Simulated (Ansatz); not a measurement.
The cluster Ti₂H₃⁺, relaxed as a quintet with UKS B3LYP-D4/def2-TZVP in Ansatz, starting from the B3LYP-D4/def2-TZVP geometry of the charge +1 singlet. Force threshold 0.02 eV/Å.

The structure comes from a short search, and lower isomers may exist.

Start:

```tsv
atom	x (Å)	y (Å)	z (Å)
Ti1	-0.5846	-0.8909	-0.2107
Ti2	0.2684	1.0475	-0.1036
H3	0.8610	-0.4258	0.8550
H4	-1.1860	0.4767	0.8180
H5	0.6413	-0.2074	-1.3586
```

```
        step  energy (eV)  largest force component (eV/Å)  SCF passes
           1  -46270.3300                           2.823         120
           2  -46270.8510                           0.998         142
           3  -46271.0196                           0.630         207
4 (rejected)  -46270.9577                           1.006         298
           5  -46271.0620                           0.177         242
6 (rejected)  -46271.0456                           0.373         220
           7  -46271.0650                           0.019         230
           8  -46271.0651                           0.010         192
           9  -46271.0652                           0.007         208
```

Force components are those of the run's own axes.

End:

```xyz
5

Ti   -0.523   -1.153   -0.061
Ti    0.498    1.131    0.063
H     0.943   -0.449    0.910
H    -1.226    0.517    0.439
H     0.308   -0.046   -1.352
```

By distances, no bond broke or formed. The bond that changes most is Ti1–H5, from 1.81 to 1.89 Å (atoms count from 1).

The force fell under the threshold at step 7, but the optimiser went on. No frequencies were taken in this run, so the end may be a saddle point.

Run time 2 min (4 threads of Arm Neoverse V1 on a shared host).
